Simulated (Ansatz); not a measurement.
GeS, closed-shell singlet (the spin of the measured ground state), most abundant isotopes (31.9721 and 73.9212 u). Constants from fifth-degree fits in 1/R to seven points on the lowest solution found; no spin–orbit coupling, no relativity up to Kr; ω_e x_e and α_e move by some per cent with the fit.

Correlated levels freeze the inner cores; with def2 sets outer-core shells near the valence are correlated too. CBS: X⁻³ extrapolation of the correlation energy, Hartree–Fock from the larger set.

Codes used: Ansatz (a quantum-chemistry and plane-wave program). Values without a source in brackets are computed.

At CCSD(T)/CBS(def2-TZVPP, def2-QZVPP): B₀ = 0.18637 cm⁻¹, fundamental 583 cm⁻¹.

**Question.** Taking the state as ¹Σ, work out the ideal-gas entropy and heat capacity at 298.15 K and 1 bar (rigid rotor, harmonic oscillator at the fundamental, no nuclear spin).

**Answer.** 
Translation: S = R(1.5 ln M + 2.5 ln T − 1.1517) with M = 105.893 u gives 167.00 J/(mol K). Rotation: q = kT/(σhcB₀) = 1111.9 with σ = 1 and hc/k = 1.43878 cm K, S = R(ln q + 1) = 66.63. Vibration: u = hcν/kT = 2.814, S = R(u/(eᵘ − 1) − ln(1 − e⁻ᵘ)) = 2.01. Sum S° = 235.6 J/(mol K). C_p = 7R/2 + R u² eᵘ/(eᵘ − 1)² = 33.57 J/(mol K).
